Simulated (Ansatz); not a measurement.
Compare A (`BC(C)C=N`) with its isomer B (`CCN1BC1`).

Computed with Ansatz on PBE0-D4/def2-TZVP structures; ΔE is electronic, products minus reactants. CCSD(T)/CBS adds triple-zeta CCSD(T) − MP2 to the extrapolated MP2 energy (def2 sets, frozen cores). DFT in def2-TZVPP. B3LYP here is the variant with VWN-RPA as its local correlation; programs differ in this. Each species was taken in one conformer, which may not be the lowest.

(1) Which isomer does CCSD(T)/CBS put lower? Give the gap. (Estimate.)

(2) Give E(B) − E(A) in kJ/mol with PBE-D4, r2SCAN-D4, B2PLYP, ωB97M-V, HF/def2-TZVPP, B3LYP-D4, CCSD(T)/def2-TZVPP. (Best estimate.)

Largest T1 diagnostic: 0.012.

Results:

(1) Ansatz gave: B, by 38.0 kJ/mol.

(2) The calculation gave: PBE-D4 -54.7, r2SCAN-D4 -48.3, B2PLYP -40.0, ωB97M-V -43.6, HF/def2-TZVPP -14.3, B3LYP-D4 -39.5, CCSD(T)/def2-TZVPP -34.1. None reverses the order clearly.

In def2-TZVPP, CCSD(T) changes the Hartree–Fock value by −19.8 kJ/mol (the triples alone add −1.0 kJ/mol) and MP2 by −30.7 kJ/mol.
